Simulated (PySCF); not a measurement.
LiCl, SMILES [Li][Cl].

The structure is a stationary point at PBE0-D3(BJ)/def2-TZVPD.

Two levels are set side by side: PBE/def2-TZVPD (PySCF) and M06-2X/def2-TZVPD (PySCF). Same geometry, gas phase. Differences are taken from unrounded values.

```json
[
 {"quantity": "orbital gap (eV)", "M06-2X": "6.96", "PBE": "4.02", "PBE minus M06-2X": "-2.95"},
 {"quantity": "highest occupied level (eV)", "M06-2X": "-8.46", "PBE": "-5.86", "PBE minus M06-2X": "2.60"},
 {"quantity": "lowest empty level (eV)", "M06-2X": "-1.50", "PBE": "-1.84", "PBE minus M06-2X": "-0.35"},
 {"quantity": "dipole moment (D)", "M06-2X": "7.07", "PBE": "6.87", "PBE minus M06-2X": "-0.20"},
 {"quantity": "mean polarisability (bohr³)", "M06-2X": "25.7", "PBE": "28.8", "PBE minus M06-2X": "3.1"}
]
```

PBE's occupied levels lie high since its potential decays too fast outside the molecule; exact exchange lowers them and widens the gap. PBE's more diffuse valence density responds more strongly to a field. Differences between two approximate levels are no errors against the true value.

Rough cost on one machine, each run with all the roots and properties that it gave: M06-2X against PBE about 3 times.
